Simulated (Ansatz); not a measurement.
This geometry of C2H4SSi (8 atoms, charge 0, multiplicity 1) is a first-order saddle point.

These are results of RKS BHLYP-D4/def2-SVP (Ansatz 0.2.0), not measurements.

```xyz
8
Properties=species:S:1:pos:R:3
C -0.632 2.138 -0.906
Si -0.689 0.508 -0.896
C 0.442 -0.735 -0.025
S -0.505 -1.868 1.056
H -0.997 3.110 -1.197
H 1.152 -0.160 0.568
H 1.003 -1.310 -0.763
H 0.227 -1.684 2.162
```

(1) Which two structures does it join? (They come from a converged band through this point; their orientation in space is the band's.)

(2) How far does it lie above each of them?

## Answers

(1) No bond is made or broken. The dihedral H6–C3–S4–H8 goes from -71 to 67°.

First end point:

```xyz
8
Properties=species:S:1:pos:R:3
C -0.972 1.806 -1.103
Si -0.012 0.492 -1.274
C 0.641 -0.598 0.126
S -0.630 -0.884 1.392
H -1.554 2.641 -1.460
H 1.512 -0.084 0.543
H 0.978 -1.544 -0.301
H 0.037 -1.827 2.078
```

Last end point:

```xyz
8
Properties=species:S:1:pos:R:3
C -0.849 1.889 -0.531
Si -0.337 0.437 -1.076
C 0.722 -0.826 -0.148
S -0.205 -1.736 1.123
H -1.391 2.819 -0.614
H 1.598 -0.329 0.272
H 1.078 -1.585 -0.848
H -0.617 -0.669 1.821
```

(2) 0.059 eV above the first and 0.130 eV above the second. This is the barrier of this one path; another mechanism may lie lower.

Time of the run: 2.9 min on 1 thread of Intel(R) Xeon(R) 6975P-C (Granite Rapids), on a shared host, peak memory 0.18 GiB.
